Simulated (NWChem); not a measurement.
System: silylarsine (SiAsH$_{5}$); SMILES [AsH2][SiH3]

Input file for NWChem:

```
start job
memory heap 200 mb stack 900 mb global 1100 mb
geometry units angstroms noautosym nocenter noautoz
  Si    -0.020034     1.574079     0.000000
  As    -0.044107    -0.818250     0.000000
  H     -0.744852     2.053700    -1.207333
  H     -0.744852     2.053700     1.207333
  H      1.347375     2.160029     0.000000
  H      1.020463    -0.900214    -1.101582
  H      1.020463    -0.900214     1.101582
end
basis spherical
  * library def2-svpd
end
dft
  xc b3lyp
  iterations 150
end
property
  response 1 0.0
end
task dft property
```

Output (shortened):

```
             Northwest Computational Chemistry Package (NWChem) 7.3.0
             --------------------------------------------------------

                             Geometry "geometry" -> ""
                             -------------------------

 Output coordinates in angstroms (scale by  1.889725989 to convert to a.u.)

  No.       Tag          Charge          X              Y              Z
 ---- ---------------- ---------- -------------- -------------- --------------
    1 Si                  14.0000    -0.02003400     1.57407900     0.00000000
    2 As                  33.0000    -0.04410700    -0.81825000     0.00000000
    3 H                    1.0000    -0.74485200     2.05370000    -1.20733300
    4 H                    1.0000    -0.74485200     2.05370000     1.20733300
    5 H                    1.0000     1.34737500     2.16002900     0.00000000
    6 H                    1.0000     1.02046300    -0.90021400    -1.10158200
    7 H                    1.0000     1.02046300    -0.90021400     1.10158200

 Effective nuclear repulsion energy (a.u.)     163.0341436171

                              NWChem Property Module
                              ----------------------

                                 NWChem DFT Module
                                 -----------------

 Summary of "ao basis" -> "ao basis" (spherical)
 ------------------------------------------------------------------------------
       Tag                 Description            Shells   Functions and Types
 ---------------- ------------------------------  ------  ---------------------
 Si                        def2-svpd                10       24   5s3p2d
 As                        def2-svpd                14       38   6s4p4d
 H                         def2-svpd                 4        8   2s2p

            General Information
            -------------------
          SCF calculation type: DFT
          Wavefunction type:  closed shell.
          No. of atoms     :     7
          No. of electrons :    52
           Alpha electrons :    26
            Beta electrons :    26
          Charge           :     0
          Spin multiplicity:     1
          Use of symmetry is: off; symmetry adaption is: off
          Maximum number of iterations: 150
          AO basis - number of functions:   102
                     number of shells:    44
          Convergence on energy requested:  1.00D-06
          Convergence on density requested:  1.00D-05
          Convergence on gradient requested:  5.00D-04

              XC Information
              --------------
                         B3LYP Method XC Potential
                     Hartree-Fock (Exact) Exchange  0.200
                        Slater Exchange Functional  0.800 local
                    Becke 1988 Exchange Functional  0.720 non-local
              Lee-Yang-Parr Correlation Functional  0.810
                  VWN I RPA Correlation Functional  0.190 local

             Grid Information
             ----------------
          Grid used for XC integration:  medium
          Radial quadrature: Mura-Knowles
          Angular quadrature: Lebedev.
          Tag              B.-S. Rad. Rad. Pts. Rad. Cut. Ang. Pts.
          ---              ---------- --------- --------- ---------
          Si                  1.10       88          11.0       590
          As                  1.15      112          11.0       590
          H                   0.35       45          11.0       434
          Grid pruning is: on
          Number of quadrature shells:   425
          Spatial weights used:  Erf1

      Superposition of Atomic Density Guess
      -------------------------------------

 Sum of atomic energies:       -2525.09508961

      Non-variational initial energy
      ------------------------------

 Total energy =   -2525.611973
 1-e energy   =   -3842.055866
 2-e energy   =    1153.409750
 HOMO         =      -0.286635
 LUMO         =       0.043298

   convergence    iter        energy       DeltaE   RMS-Dens  Diis-err
 ---------------- ----- ----------------- --------- --------- ---------
 d= 0,ls=0.0,diis     1  -2528.0420576680 -2.69D+03  8.60D-03  2.23D-01
 d= 0,ls=0.0,diis     2  -2528.0624907924 -2.04D-02  2.84D-03  4.64D-02
 d= 0,ls=0.0,diis     3  -2528.0666770414 -4.19D-03  1.11D-03  7.40D-03
 d= 0,ls=0.0,diis     4  -2528.0675457827 -8.69D-04  3.44D-04  4.02D-04
 d= 0,ls=0.0,diis     5  -2528.0676171511 -7.14D-05  5.67D-05  1.46D-05
  Resetting Diis
 d= 0,ls=0.0,diis     6  -2528.0676192153 -2.06D-06  1.27D-05  1.10D-06
 d= 0,ls=0.0,diis     7  -2528.0676193820 -1.67D-07  3.29D-06  1.70D-08

         Total DFT energy =    -2528.067619382043
      One electron energy =    -3843.144970589749
           Coulomb energy =     1257.900094930578
    Exchange-Corr. energy =     -105.856887339956
 Nuclear repulsion energy =      163.034143617084

 Numeric. integr. density =       51.999977295549

                       DFT Final Molecular Orbital Analysis
                       ------------------------------------

[...]

 DFT Linear Response polarizability / au
 Frequency  =       0.0000000 / au
              X              Y              Z
 -----------------------------------------------
 X      57.8184145     -0.9428216     -0.0000001
 Y      -0.9428293     81.5610776      0.0000000
 Z      -0.0000001      0.0000000     57.4788131
 -----------------------------------------------
 Eigenvalues =      57.7810339     81.5984582     57.4788131
 Isotropic   =      65.6194351
 Anisotropic =      23.9699637
 -----------------------------------------------

 Magnetic Dipole Response Matrix (nonzero elements):

 Exiting AOResponse driver routine
```

Level: B3LYP/def2-SVPD. Geometry: optimised at B3LYP/6-31G* (spherical d).
